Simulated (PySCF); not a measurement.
CBr: a composite coupled-cluster calculation

State: ²Π, doublet, unpaired electrons π ↑. De refers to C + Br. ROHF-based CCSD(T) in PySCF 2.14 with C cc-pVTZ, Br cc-pVTZ-PP with ECP10 and C cc-pVQZ, Br cc-pVQZ-PP with ECP10 (frozen core orbitals: 10; scalar-relativistic core potentials). Correlation energies are extrapolated as n⁻³ (n = 3, 4), Hartree–Fock as (n+1)·exp(−9√n). CV is the change on freezing 4 orbitals instead, in C cc-pwCVTZ, Br cc-pwCVTZ-PP with ECP10.

| Level | Re (Å) | ωe (cm⁻¹) | ωexe (cm⁻¹) | αe (cm⁻¹) | De (eV) |
| --- | --- | --- | --- | --- | --- |
| CCSD(T)/TZ | 1.8313 | 724.2 | 3.84 | 0.00398 | 3.327 |
| CCSD(T)/QZ | 1.8237 | 728.0 | 3.82 | 0.00401 | 3.454 |
| HF/CBS | 1.8348 | 718.8 | 3.46 | 0.00381 | 1.754 |
| MP2/CBS | 1.7988 | 758.7 | 3.78 | 0.00404 | 3.565 |
| CCSD/CBS | 1.8165 | 738.6 | 3.75 | 0.00397 | 3.280 |
| CCSD(T)/CBS | 1.8206 | 730.7 | 3.81 | 0.00402 | 3.533 |
| CCSD(T)/CBS+CV | 1.8132 | 735.6 | 3.84 | 0.00405 | 3.562 |

How much is left between CCSD(T)/QZ and the basis-set limit, and how much do the triples give at the limit?

CCSD(T)/CBS less CCSD(T)/QZ: -3.1 mÅ in Re, +2.7 cm⁻¹ in ωe and +0.079 eV in De. CCSD(T)/CBS less CCSD/CBS: +4.1 mÅ in Re, -7.9 cm⁻¹ in ωe and +0.253 eV in De.

What do the later terms add?

CV: -7.4 mÅ in Re, +4.9 cm⁻¹ in ωe and +0.029 eV in De, each against the row above.

The T1 diagnostic is 0.031. The state was picked by a PBE0 search and need not be the measured ground state. Spin–orbit coupling, excitations beyond (T) and corrections to the Born–Oppenheimer picture are left out.

The whole job (state search and all basis sets along the bond) took about 26 min on 4 threads of Intel Xeon Platinum 8488C (shared host), peak memory 12 GiB.
